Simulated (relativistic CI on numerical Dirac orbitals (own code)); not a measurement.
**Ions with 26 electrons, Fe I to Nb XVI**

These numbers are calculated, not measured: Dirac-Coulomb-Breit CI, orbitals from a KLI potential per configuration, a model potential for QED, valence Slater integrals scaled by 0.9, P86 correlation energy added to each configuration (own radial code, finite nucleus).

CI space (outside the closed core [Ne]): 3s2 3p6 3d8, 3s2 3p5 3d9, 3s 3p6 3d9, 3s2 3p6 3d7 4s, 3s2 3p6 3d7 4p, 3s2 3p6 3d6 4s2, 3s2 3p6 3d5 4s2 4p. Double excitations out of closed p, d and f shells are left out; levels of such configurations are missing from the list, as are those of other unlisted configurations, and high levels can miss mixing partners.

Energies above each ion's lowest level, in cm⁻¹. Levels are followed by their leading LS label, which can pass from one level to another where the coupling changes.

```csv
Ion,3s2 3p6 3d8 3F_4,3s2 3p6 3d8 3F_3,3s2 3p6 3d8 3F_2,3s2 3p6 3d8 3P_2,3s2 3p6 3d8 3P_1
Fe I,,,,,
Co II,5419.4,6315.7,6933.0,20194.7,20511.8
Ni III,0.0,1307.2,2189.6,18597.8,19083.9
Cu IV,0.0,1809.1,3001.9,21388.5,21984.2
Zn V,0.0,2415.8,3965.8,24146.5,24831.4
Ga VI,0.0,3141.9,5093.9,26967.8,27706.5
Ge VII,0.0,4002.7,6396.6,29915.6,30655.6
As VIII,0.0,5014.8,7880.6,33042.7,33713.3
Se IX,0.0,6195.9,9547.6,36397.7,36908.9
Br X,0.0,7564.6,11391.8,40027.8,40269.2
Kr XI,0.0,9140.7,13398.8,43980.4,43819.7
Rb XII,0.0,10945.2,15542.5,48305.1,47585.9
Sr XIII,0.0,13000.2,17785.2,36945.3,51593.0
Zr XV,0.0,17955.6,22369.2,43182.7,60434.5
Nb XVI,0.0,20905.9,24605.6,46883.3,65322.7
```

In the calculation the lowest level changes from 3s2 3p6 3d6 4s2 5D_4 to 3s2 3p6 3d7 4s 5F_5 at Co II; from 3s2 3p6 3d7 4s 5F_5 to 3s2 3p6 3d8 3F_4 at Ni III.

Between Z = 37 and 41 the energy of 3s2 3p6 3d8 3F_3 follows a local power law Z^6.3. For orientation: electrostatic splittings inside a shell grow about linearly with the screened charge, excitations that change n as its square, and fine structure as its fourth power; written in Z itself the exponents are larger, since the screened charge grows faster in proportion.

For Co II NIST ASD gives another ground level, 3d8 3F4.

The members near neutrality are the least accurate: they can be off by several eV, miss lower levels of configurations outside the list, or start from a wrong lowest level.
